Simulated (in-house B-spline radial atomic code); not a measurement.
A calculation on the krypton ion Kr⁶⁺: its settings, and results tabulated from the run. Computed with an all-electron radial atomic-structure program (B-spline basis): non-relativistic revTPSS, spin-polarised, spherical fractional occupations, point nucleus.

Command:
```bash
python run_scf.py task.json out
```
Settings:
```
Z                36
configuration    [Ar] 3d10 4s2
hamiltonian      nr
method           revtpss,revtpss
spin_polarised   True
```

Output (hartree, bohr):
```
 radial grid: 47 intervals, B-splines of order 8, outer radius 15.5224 bohr

 iter        energy (Eh)    residual
    1       -2743.283201    5.32e-02
    2       -2743.285553    2.44e-03
    3       -2743.285632    7.37e-04
    4       -2743.285633    3.12e-04
    5       -2743.285633    2.99e-05
    6       -2743.285633    5.49e-06
    7       -2743.285633    2.24e-06
    8       -2743.285633    1.74e-08

 total energy                     -2743.28563
 kinetic                            2741.8704
 electron-nucleus                  -6454.9887
 Hartree                            1061.8916
 exchange-correlation                -92.0589

 orbital      occ     eigenvalue          <r>       <r^2>       <1/r>     <1/r^3>       r_max
 1s up      1.000      -515.1031    0.0424241  0.00240981     35.5145           -     0.02803
 1s down    1.000      -515.1031    0.0424241  0.00240981     35.5145           -     0.02803
 2s up      1.000       -69.9549     0.187602    0.041418     7.89629           -      0.1579
 2s down    1.000       -69.9549     0.187602    0.041418     7.89629           -      0.1579
 2p up      3.000       -63.5180     0.161884   0.0319979     7.86841      1385.8      0.1251
 2p down    3.000       -63.5180     0.161884   0.0319979     7.86841      1385.8      0.1251
 3s up      1.000       -12.7959     0.539651      0.3342     2.63069           -       0.476
 3s down    1.000       -12.7959     0.539651      0.3342     2.63069           -       0.476
 3p up      3.000       -10.5052      0.54323    0.344471       2.522     204.118       0.467
 3p down    3.000       -10.5052      0.54323    0.344471       2.522     204.118       0.467
 3d up      5.000        -6.4319     0.546271    0.364568     2.29458     27.2982      0.4098
 3d down    5.000        -6.4319     0.546271    0.364568     2.29458     27.2982      0.4098
 4s up      1.000        -3.6931      1.38557      2.1558    0.966976           -       1.268
 4s down    1.000        -3.6931      1.38557      2.1558    0.966976           -       1.268
```

Cost of the run: 0.23 s on 1 thread of Arm Neoverse V1, on a shared host.
